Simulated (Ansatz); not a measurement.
Diatomic InCo, multiplicity 5 (an upper state: multiplicity 3 came lower at PBE0/def2-TZVPP). No spin–orbit coupling. Co is treated without relativity.

Constants: fifth-degree fit in 1/R to seven points, most abundant isotopes. Runs in def2 and cc sets follow the lowest solution found near the PBE0 minimum.

The values were computed with Ansatz (Gaussian orbitals).  In def2 rows elements past Kr take small-core potentials, without spin–orbit coupling.

```csv
level,r_e (Å),ω_e (cm⁻¹),α_e (cm⁻¹),ω_e x_e (cm⁻¹),dipole (D)
PBE/def2-TZVPP,2.609,164,0.00043,0.92,1.06
PBE0/def2-TZVPP,2.578,164,0.00049,1.1,1.27
wB97X-V/def2-TZVPP,2.584,162,0.00052,1.2,1.73
```

Ansatz is a first-principles code.
